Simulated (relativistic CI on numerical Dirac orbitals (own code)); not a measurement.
# Bi⁴⁷⁺: sensitivity of the levels to the model

Base calculation: Dirac-Coulomb-Breit CI, KLI orbitals optimised for each configuration, model QED (radiative potential, 1s self-energy scaled to tabulated hydrogen-like ionisation energies), unscaled Slater integrals.

CI space (outside the closed core [Ar] 3d10): 4s2.4p6, 4s2.4p5.4d, 4s.4p6.4d, 4s2.4p5.4f, 4s.4p6.4f, 4p6.4d.4f, 4s2.4p5.5s, 4p6.4d2, 4p5.4d3, 4p5.4d2.4f, 4p5.4d2.5s, 4p6.4f2, 4p5.4d.4f2, 4p5.4f3, 4p5.4f2.5s. Double excitations out of closed p, d and f shells are left out; levels of such configurations are missing from the list, as are those of other unlisted configurations, and high levels can miss mixing partners.

Variants: (1) P86 correlation estimate; (2) non-relativistic limit. Shifts of the energy above 4s2.4p6 1S_0, in eV, for the lowest level and the first level of each name with at least 55 % of one term (blank where a level changes its place among those of its configuration and J or its character, or is not in the variant):

```
           Level     Base    Δ(1)      Δ(2)
    4s2.4p6 1S_0    0.000   0.000     0.000
4s2.4p5.4d 3P°_0  180.591  +0.222    -9.375
4s2.4p5.4d 3P°_1  186.788  +0.222   -15.571
4s2.4p5.4d 3F°_3  189.653  +0.223   -14.054
4s2.4p5.4d 3F°_4  221.081  +0.223   -45.482
4s2.4p5.4d 3D°_3  230.644  +0.222   -45.585
4s2.4p5.4d 3F°_2  358.674  +0.224          
 4s2.4p5.4f 3D_1  442.228  +1.996   -39.114
 4s2.4p5.4f 3D_2  449.415  +2.045   -46.300
 4s2.4p5.4f 3G_4  453.310  +2.154   -49.579
 4s2.4p5.4f 3F_3  456.842  +2.143          
 4s2.4p5.4f 3G_5  460.398  +2.154   -56.668
 4s2.4p5.4f 3F_4  468.593  +2.154          
 4s2.4p5.4f 1D_2  470.398  +2.133          
  4s.4p6.4d 3D_1  505.046  +0.455  -209.670
  4s.4p6.4d 3D_2  506.999  +0.416  -211.622
  4s.4p6.4d 3D_3  536.201  +0.373  -240.825
  4s.4p6.4d 1D_2  545.806  +0.317  -235.736
 4s2.4p5.4f 3G_3  624.235  +2.154          
 4s.4p6.4f 3F°_2  765.422  +2.223  -239.002
 4s.4p6.4f 3F°_3  767.175  +2.224  -240.755
 4s.4p6.4f 3F°_4  775.095  +2.224  -248.675
```

At this charge energies of transitions that change n are usually good to better than 1 %, and those within a shell (Δn = 0) to a few per cent.

Ionisation energy from the two ground configurations alone: base 2640.08 eV; P86 correlation estimate 2642.18 eV. The NIST ASD value (theoretical) is 2641 eV.

LS names give the leading component of a level, which can be under half, so a name can repeat, a term be missing and a line seem to break the LS rules.
